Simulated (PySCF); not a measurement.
This PySCF input asks for the NMR shieldings of SMILES CCC(C)(C)[P@](C)(=O)[O-], [C$_{6}$H$_{14}$O$_{2}$P]-; the geometry comes from GFN2-xTB.

```python
import basis_set_exchange as bse
import numpy as np
from pyscf import gto, dft
from pyscf.prop import nmr

atoms = """
C    -1.941388    0.955023    0.633313
C    -1.066726   -0.268391    0.874603
C    -0.057296   -0.542879   -0.238489
C    -0.739165   -0.745160   -1.582801
C     0.746630   -1.787955    0.111943
P     1.157487    0.875811   -0.582857
C     1.811040    1.245150    1.133517
O     0.434749    2.083518   -1.080565
O     2.269714    0.331027   -1.413345
H    -2.468098    1.238972    1.546394
H    -1.315792    1.779071    0.305600
H    -2.681887    0.757970   -0.139564
H    -0.518200   -0.130402    1.811168
H    -1.703225   -1.157514    1.002384
H    -1.490670   -1.540032   -1.549755
H     0.019391   -0.999200   -2.321840
H    -1.206610    0.184110   -1.900017
H     0.126763   -2.687599    0.055195
H     1.154016   -1.717527    1.120083
H     1.574984   -1.880260   -0.585841
H     2.240489    0.368797    1.611431
H     1.048552    1.684806    1.770422
H     2.600491    1.979650    0.974974
"""
names = dict.fromkeys(["C", "P", "O", "H"], "pcSseg-1")
basis = {el: gto.basis.parse(bse.get_basis(n, elements=[el], fmt="nwchem")) for el, n in names.items()}
mol = gto.M(atom=atoms, basis=basis, charge=-1, verbose=0)
mf = dft.RKS(mol, xc="PBE0")
mf.grids.level = 2
mf.grids.alignment = dft.numint.BLKSIZE   # the property module wants whole blocks of grid points
mf.conv_tol = 1e-9
mf.kernel()

calc = nmr.RKS(mf)   # GIAO
C = mf.mo_coeff
Co = C[:, mf.mo_occ > 0]
resp = mf.gen_response(singlet=True, hermi=2)
def vind(x):   # induced exchange potential for any number of trial vectors
    d = np.einsum("pi,xij,qj->xpq", C, 2 * x.reshape(-1, C.shape[1], Co.shape[1]), Co, optimize=True)
    return np.einsum("xpq,pi,qj->xij", resp(d - d.transpose(0, 2, 1)), C, Co, optimize=True).ravel()
mo1, _ = nmr.rhf.solve_mo1(calc, with_cphf=vind)
sigma = calc.kernel(mo1)
for i, s in enumerate(sigma):   # ppm
    print("%2d %-2s %9.2f" % (i, mol.atom_pure_symbol(i), np.trace(s) / 3))
```

Question: What are the results?

Answer: 
```
 0 C     174.06
 1 C     148.46
 2 C     150.04
 3 C     165.56
 4 C     155.60
 5 P     312.77
 6 C     171.58
 7 O     172.97
 8 O     180.37
 9 H      31.47
10 H      28.23
11 H      31.10
12 H      30.36
13 H      30.83
14 H      32.30
15 H      30.19
16 H      29.74
17 H      31.67
18 H      31.18
19 H      29.41
20 H      31.11
21 H      31.25
22 H      31.24
```

These numbers come from an equivalent density-fitted implementation of the same equations, which agrees with the script to about 0.01 ppm for H and up to a few tenths of a ppm for heavy atoms, so last digits may differ.

Question: Turn these shieldings into chemical shifts. Shifts are taken against calculated references (same method and geometry level): 13C (σref 186.93), 1H (σref 31.72) vs TMS; 31P (σref 318.38) vs H3PO4; 17O (σref 336.08) vs H2O.

Answer: Averaging equivalent atoms: C 1: 38.5; C 2: 36.9; C 4: 31.3; C 3: 21.4; C 6: 15.3; C 0: 12.9; P 5: 5.6; O 7: 163.1; O 8: 155.7; H 9/10/11: 1.45; H 12: 1.35; H 14/15/16: 0.97; H 17/18/19: 0.97; H 13: 0.89; H 20/21/22: 0.52 ppm. Experimental scales use liquid or dissolved standards, which lie at an offset from isolated H2O (liquid H2O: subtract about 36 ppm) and H3PO4.

Size and cost of the density-fitted run: 230 basis functions, about 2.2 core-minutes.
